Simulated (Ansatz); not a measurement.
`[NH2][AlH][GeH2][F]` + H₂O → `[OH][GeH2][F]` + `[NH2][AlH2]` at 700 K and 1 bar (formal hydrolysis of a Ge–Al bond).

Gas-phase electronic energies from Ansatz, PBE0-D4/def2-TZVP geometries. CCSD(T)/CBS adds triple-zeta CCSD(T) − MP2 to the extrapolated MP2 energy (def2 sets, frozen cores). This one scheme is used for every species. For Ge outer-core shells are correlated without core-valence functions, which leaves a few kJ/mol of doubt a bond. Scalar relativity is left out up to krypton. One conformer a species, not always the lowest.

| species | CCSD(T)/CBS energy (Eh) | H − E (kJ/mol) | S (J/(mol·K)) |
| --- | --- | --- | --- |
| `[NH2][AlH][GeH2][F]` | -2475.70000 | 211.6 | 476.3 |
| H₂O | -76.37941 | 80.5 | 218.4 |
| `[OH][GeH2][F]` | -2252.93819 | 134.1 | 365.3 |
| `[NH2][AlH2]` | -299.14566 | 147.5 | 319.0 |

H − E and S are ideal-gas, rigid-rotor, harmonic terms from PBE0-D4/def2-TZVP, for one conformer and one mirror image of each species. 1 Eh = 2625.50 kJ/mol, R = 8.31446 J/(mol·K).

Task: By hand: ΔE, ΔH, ΔS and ΔG.

Result: ΔE = (-2252.93819) + (-299.14566) − (-2475.70000) − (-76.37941) = -0.00444 Eh = -11.7 kJ/mol. Δ(H − E) = 134.1 + 147.5 − 211.6 − 80.5 = -10.5, so ΔH = -22.2 kJ/mol. ΔS = 365.3 + 319.0 − 476.3 − 218.4 = -10.4 J/(mol·K). ΔG = -22.2 − 700 × (-10.4)/1000 = -14.9 kJ/mol.

Task: By hand: the equilibrium constant, and the temperature at which ΔG would vanish if ΔH and ΔS stayed fixed.

Result: log₁₀ K = −ΔG/(RT ln 10) = 1.1. ΔG = 0 at ΔH/ΔS = 2135 K, though so small a ΔS makes that figure unsure.

The number of gas molecules stays the same, so ΔS is small and ΔH decides. A doubt of 5 kJ/mol in ΔE shifts log₁₀ K by 0.4 here. Other conformers and mirror images would add mixing entropy, several J/(mol·K) or more a flexible species. Modes under 60 cm⁻¹, often nearly free rotors, make the harmonic entropy too high. These are equilibria of isolated gas molecules and say nothing of rates. Largest T1 diagnostic: 0.013 (customary marks: 0.02 for closed shells, 0.045 for open ones).
